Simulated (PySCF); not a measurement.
# SI: frontier orbitals

PBE0 at R = 2.315 Å; basis S cc-pV(T+d)Z, I cc-pVTZ-PP with ECP28; scalar-relativistic core potentials; PySCF 2.14. State: ²Π (doublet), unpaired electrons π ↑. Only the outer orbitals are listed, counted within each symmetry, core potentials removing the inner ones.

| spin | orbital | occ. | ε (eV) | on S (%) | main shells (%) |
| --- | --- | --- | --- | --- | --- |
| α | 7σ | 1 | -21.89 | 48 | 49 I s, 44 S s |
| α | 8σ | 1 | -18.28 | 51 | 50 S s, 46 I s |
| α | 9σ | 1 | -10.78 | 52 | 46 S p, 45 I p |
| α | 4π | 1 | -10.10 | 56 | 55 S p, 43 I p |
| α | 4π | 1 | -9.41 | 40 | 59 I p, 39 S p |
| α | 5π | 1 | -7.73 | 43 | 56 I p, 43 S p |
| α | 5π | 1 | -6.95 | 59 | 59 S p, 40 I p |
| α | 10σ | 0 | -2.39 | 44 | 50 I p, 45 S p |
| α | 11σ | 0 | 3.09 | -2 | 92 I s |
| α | 6π | 0 | 5.02 | 35 | 63 I d, 33 S d |
| β | 7σ | 1 | -21.43 | 38 | 59 I s, 33 S s |
| β | 8σ | 1 | -17.46 | 59 | 58 S s, 36 I s |
| β | 9σ | 1 | -10.52 | 52 | 45 I p, 45 S p |
| β | 4π | 1 | -9.28 | 36 | 63 I p, 35 S p |
| β | 4π | 1 | -8.88 | 21 | 78 I p, 20 S p |
| β | 5π | 1 | -6.71 | 63 | 62 S p, 36 I p |
| β | 5π | 0 | -4.43 | 76 | 76 S p, 21 I p |
| β | 10σ | 0 | -2.14 | 46 | 48 I p, 46 S p |
| β | 11σ | 0 | 3.18 | -4 | 95 I s |

Task: Which are the highest filled and the lowest empty level, where do they sit, and how wide is the gap?

Result: Highest filled β 5π at -6.71 eV (in %: 62 S p, 36 I p); lowest empty β 5π at -4.43 eV (in %: 76 S p, 21 I p); the gap at PBE0 is 2.28 eV. Both belong to one degenerate shell, split only by its one-sided filling, so this is no excitation gap.

| Property | Result |
| --- | --- |
| bond order (Mayer) | 1.44 |
| ⟨S²⟩ | 0.755 |
| charge on S (Mulliken, basis-dependent) | -0.17 |
| charge on S (Löwdin, basis-dependent) | -0.12 |
| dipole moment (positive dipole means S(−)I(+)) | 1.08 D |
| polarisability along the bond | 74.2 bohr³ |
| polarisability across the bond | 33.5 bohr³ |

Shares are Mulliken populations and can fall outside 0 to 100 %.

Spin–orbit coupling is left out. The state is the lowest determinant that a PBE0 search found; another state may lie lower at other levels.
